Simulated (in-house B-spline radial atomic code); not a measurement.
Ionisation energies along the 24-electron series, configuration 1s2 2s2 2p6 3s2 3p6 3d3/2(4) 3d5/2(2), as differences of self-consistent energies. Dirac energy differences include first-order Breit, QED and recoil terms. NIST's values go from ground level to ground level; the uncertainty of those that are theory runs from under 0.1 % in few-electron ions to several per cent in heavy many-electron ones. Computed with an all-electron radial atomic-structure program (B-spline basis): Dirac-Hartree-Fock, jj configuration that fills j = l - 1/2 first, finite nuclei.

A number in brackets counts the electrons of a j subshell.

```
  ion     configuration after  ionisation energy (eV)  IE/(q+1)² (eV)  -ε less Coulomb ΔSCF (eV)  Breit and QED recoil part (eV)  tabulated value (eV)    tabulated kind  computed minus tabulated (eV)
Eu39+  [Ar] 3d3/2(4) 3d5/2(1)                  2911.8          1.8199                     2.8395                         -1.0202                  2914  tabulated theory                             -2
Gd40+  [Ar] 3d3/2(4) 3d5/2(1)                  3047.5          1.8129                     2.8401                         -1.1042                  3050  tabulated theory                             -3
Tb41+  [Ar] 3d3/2(4) 3d5/2(1)                  3186.2          1.8062                     2.8406                         -1.1924                  3189  tabulated theory                             -3
Dy42+  [Ar] 3d3/2(4) 3d5/2(1)                  3327.9          1.7998                     2.8409                         -1.2848                  3331  tabulated theory                             -3
Ho43+  [Ar] 3d3/2(4) 3d5/2(1)                       ?               ?                          ?                               ?                     ?  tabulated theory                              ?
Er44+  [Ar] 3d3/2(4) 3d5/2(1)                       ?               ?                          ?                               ?                     ?  tabulated theory                              ?
Tm45+  [Ar] 3d3/2(4) 3d5/2(1)                  3771.3          1.7823                     2.8414                          -1.589                  3775  tabulated theory                             -4
```

Task: Fill in the row of Ho43+.

Result: ionisation energy (eV): 3472.7; IE/(q+1)² (eV): 1.7937; -ε less Coulomb ΔSCF (eV): 2.8412; Breit and QED recoil part (eV): -1.3817; tabulated value (eV): 3476; computed minus tabulated (eV): -3.

Task: Fill in the row of Er44+.

Result: ionisation energy (eV): 3620.5; IE/(q+1)² (eV): 1.7879; -ε less Coulomb ΔSCF (eV): 2.8413; Breit and QED recoil part (eV): -1.4831; tabulated value (eV): 3624; computed minus tabulated (eV): -3.
